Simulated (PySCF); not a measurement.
Estimate the missing entries of this data sheet.

Species: C7H7F.
Numbering: `[CH3:1][c:2]1[cH:3][cH:4][c:5]([F:6])[cH:7][cH:8]1` (hydrogens: H9, H10, H11 on C1; H12 on C3; H13 on C4; H14 on C7; H15 on C8)

```json
{"property": "point group", "level": "PBE0-D3(BJ)/def2-SVP", "value": "Cs"}
{"property": "rotational constants A, B, C", "level": "PBE0-D3(BJ)/def2-SVP", "value": "?"}
{"property": "dipole moment", "level": "CAM-B3LYP/def2-SVPD", "value": "?"}
{"property": "HOMO energy", "level": "CAM-B3LYP/def2-SVPD", "value": "-8.14 eV"}
{"property": "LUMO energy", "level": "CAM-B3LYP/def2-SVPD", "value": "0.52 eV"}
{"property": "lowest singlet excitation", "level": "TDDFT CAM-B3LYP/def2-SVPD", "value": "?"}
{"property": "strongest line among the 10 lowest singlet transitions", "level": "TDDFT CAM-B3LYP/def2-SVPD", "value": "S4 at 7.00 eV (177 nm, f = 0.699)"}
{"property": "lowest triplet excitation (Tamm–Dancoff)", "level": "TDA CAM-B3LYP/def2-SVPD", "value": "4.03 eV"}
{"property": "static isotropic polarisability", "level": "CAM-B3LYP/def2-SVPD", "value": "80.5 au"}
{"property": "vertical ionisation energy", "level": "ΔSCF CAM-B3LYP/def2-SVPD", "value": "8.88 eV"}
{"property": "electronic spatial extent ⟨r²⟩ about the centre of nuclear charge", "level": "CAM-B3LYP/def2-SVPD", "value": "990 bohr²"}
{"property": "13C chemical shifts (computed TMS as zero) by class", "level": "GIAO HF/pcSseg-1", "value": "?"}
{"property": "1H chemical shifts (computed TMS as zero) by class", "level": "GIAO HF/pcSseg-1", "value": "7.44 (H12/H15), 7.28 (H13/H14), 2.43 (H9/H10/H11) ppm"}
{"property": "isotropic shieldings of nuclei other than C and H, by class", "level": "GIAO HF/pcSseg-1", "value": "347 (F6) ppm"}
{"property": "largest of the computed one-bond spin–spin couplings (means over like bonds)", "level": "B3LYP/pcJ-1, spin–dipole term left out for some pairs", "value": "19F–13C -312.8 (F6–C5), 13C–1H +169.0 (C4–H13 and 1 like it), 13C–1H +165.0 (C3–H12 and 1 like it), 13C–1H +133.1 (C1–H9 and 2 like it), 13C–13C +75.8 (C4–C5 and 1 like it), 13C–13C +64.4 (C3–C4 and 1 like it), 13C–13C +62.7 (C2–C3 and 1 like it), 13C–13C +48.6 (C1–C2) Hz"}
```

Gas-phase values; electronic properties from PySCF, density fitting. Geometry: PBE0-D3(BJ)/def2-SVP; no solvent or vibrations. NMR classes are plain means over equivalent atoms (diastereotopic ones count apart unless rotation or inversion swaps them), as if these changed places fast; in this geometry the members of some classes differ.

(1) Give the 13C chemical shifts (computed TMS as zero) by class.

(2) Give the lowest singlet excitation.

(3) Give the dipole moment.

(4) The rotational constants A, B, C?

Results:

(1) 167.0 (C5), 139.4 (C2), 138.5 (C3/C8), 122.3 (C4/C7), 20.2 (C1) ppm.

(2) 5.27 eV (235 nm, f = 0.020).

(3) 1.97 D.

(4) 5.526, 1.431, 1.145 GHz.

In atomic units the dipole is 0.78 e·bohr (1 au = 2.5417 D). The rotational constants make it an asymmetric top with κ = (2B − A − C)/(A − C) = -0.87, nearer the prolate limit (−1). The 10 singlets span 5.27 to 7.85 eV, and their oscillator strengths add up to 1.23. The vertical singlet–triplet gap S1 − T1 is 1.24 eV (TDDFT singlet less Tamm–Dancoff triplet; S1: HOMO→LUMO, weight 0.75; T1: HOMO→LUMO+1, weight 0.57, beside HOMO−1→LUMO, weight 0.38). With B = h/(8π²I), that is 505.379 GHz u Å² over I, the principal moments of inertia are 91.5, 353.2 and 441.4 u Å² (most abundant isotopes); the inertial defect Ic − Ia − Ib is -3.3 u Å² (zero for a rigid planar frame, negative otherwise).
